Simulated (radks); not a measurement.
Values are calculated unless marked as measured or tabulated.
Excited configurations of Sc: one electron is placed in a higher orbital outside [Ar] 3d1 4s1. The ground configuration is [Ar] 3d1 4s2. Code: a radial shooting solver on a logarithmic mesh with Libxc functionals. Model: Dirac Kohn-Sham, PBE, spin-unpolarised, spherical densities, finite nucleus; open shells are shared between the two j in proportion to 2j + 1; Fermi nuclear charge, rms radius 3.5459 fm. Excitation = E - E(ground); binding = E(ion) - E, where the ion is the core of charge +1; n* = 1/sqrt(2 binding) in atomic units, and the quantum defect is n - n*. Eigenvalue and <r> are those of j = l + 1/2.

| outer orbital | excitation (eV) | binding (eV) | n* | eigenvalue (eV) | <r> (bohr) |
|---|---|---|---|---|---|
| 4p | 2.779 | 4.118 | 1.818 | -2.024 | 4.862 |
| 4d | 5.274 | 1.622 | 2.896 | -0.718 | 10.06 |
| 4f | 5.976 | 0.921 | 3.843 | -0.431 | 17.03 |
| 5f | 6.255 | 0.642 | 4.604 | -0.367 | 28.77 |
| 6s | 5.645 | 1.252 | 3.296 | -0.772 | 17.66 |
| 6p | 5.893 | 1.004 | 3.681 | -0.618 | 21.17 |
| 6f | 6.430 | 0.467 | 5.398 | -0.288 | 43.03 |
| 7p | 6.234 | 0.663 | 4.530 | -0.427 | 33.13 |
| 7d | 6.417 | 0.480 | 5.322 | -0.313 | 44.82 |

The Delta-SCF ionisation energy is 6.897 eV (NIST Atomic Spectra Database: 6.561 eV, measured). Self-interaction in the functional shifts the binding energies and quantum defects, so they are the method's values and not measured ones. Spin polarisation and multiplet splitting are left out, so open shells lie too high by an amount that depends on their filling.

Beside tabulated values, note that spin-unpolarised runs miss the spin-polarisation part of the exchange energy of open shells.
